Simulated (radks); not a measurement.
Spherical quantum dot in the effective-mass picture: electrons in a parabolic well V = omega^2 r^2 / 2 with omega = 0.55, with a point charge +1 (a donor) at the centre, all in effective atomic units (hartree* = m*/eps^2 hartree, bohr* = eps/m* bohr), one dielectric constant everywhere. Method: non-relativistic Kohn-Sham, LDA (Slater exchange, Perdew-Wang correlation), spin-polarised, spherical densities; computed with a radial shooting solver with Libxc functionals. Levels are named by radial order and angular momentum (1s, 1p, 1d, 2s, ...), and open shells are averaged over m.

N = 17, configuration 1s2 1p6 1d(up 5, down 2) 2s2. This is the lowest configuration that the search found. Occupied and some empty levels:

| level | occupation | eigenvalue (hartree*) | <r> (bohr*) |
|---|---|---|---|
| 1s up | 1 | 5.8322 | 1.903 |
| 1s down | 1 | 5.8507 | 1.857 |
| 1p up | 3 | 6.1564 | 2.852 |
| 1p down | 3 | 6.1874 | 2.844 |
| 2s up | 1 | 6.3563 | 2.665 |
| 2s down | 1 | 6.3777 | 2.699 |
| 1d up | 5 | 6.4370 | 3.256 |
| 1d down | 2 | 6.4694 | 3.262 |
| 1f up | 0 | 6.7469 | 3.558 |
| 1f down | 0 | 6.7780 | 3.570 |
| 2p up | 0 | 6.8421 | 3.079 |
| 2p down | 0 | 6.8622 | 3.084 |
| 1g up | 0 | 7.0853 | 3.813 |
| 1g down | 0 | 7.1141 | 3.828 |

Energy (hartree*): total 63.6158, kinetic 8.0502, external 16.465, Hartree 44.656, exchange-correlation -5.5558.
